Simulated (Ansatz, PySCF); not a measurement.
CuI2, SMILES [I][Cu-][I], charge -1, multiplicity 1.

The structure is a stationary point at PBE0-D3(BJ)/def2-SVPD. The spin state was assumed, not searched. The def2 effective core potentials stand for the cores of I; spin–orbit coupling is left out.

Estimates of the vertical detachment energy (IE) of the anion in eV. Rows of orbital energies are one-electron estimates, which approximate functionals can put far too low.

```csv
level,IE
"−ε(HOMO), −ε(LUMO), PBE0/def2-TZVPD (PySCF)",2.55
"−ε(HOMO), −ε(LUMO), PBE/def2-TZVPD (PySCF)",1.16
"ΔSCF, ωB97X-V/def2-SVPD (Ansatz), final states of multiplicity 2",(withheld)
"ΔSCF, PBE/def2-SVPD (Ansatz), final states of multiplicity 2",3.77
```

Some entries are withheld; supply them. (Estimate from the structure and the level; the computed values follow.)


- ΔSCF, ωB97X-V/def2-SVPD (Ansatz, a program for electronic structure), final states of multiplicity 2, IE: 4.59

What vertical singlet–triplet gap does ΔSCF give with ωB97X-V/def2-SVPD (Ansatz) and with PBE/def2-SVPD (Ansatz)? (Estimate from the structure and the level; the computed values follow.)

4.88 and 3.67 eV (triplet above singlet where positive).
